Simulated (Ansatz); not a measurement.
**Question.** Name a neutral molecule of F, In, N, Si, Te and H with size of the dipole moment (PBE/def2-TZVPP) between 2.80 and 3.10 D and LUMO energy (ωB97M-V/def2-TZVPP) between 0.25 and 0.55 eV (Ansatz, PBE0-D4/def2-TZVP geometry).

**Answer.** `N[Si](F)(F)[Te][InH2]` (3.05 D, 0.29 eV). Other molecules can fit too; these were computed, each in one conformer that needn't be the lowest.
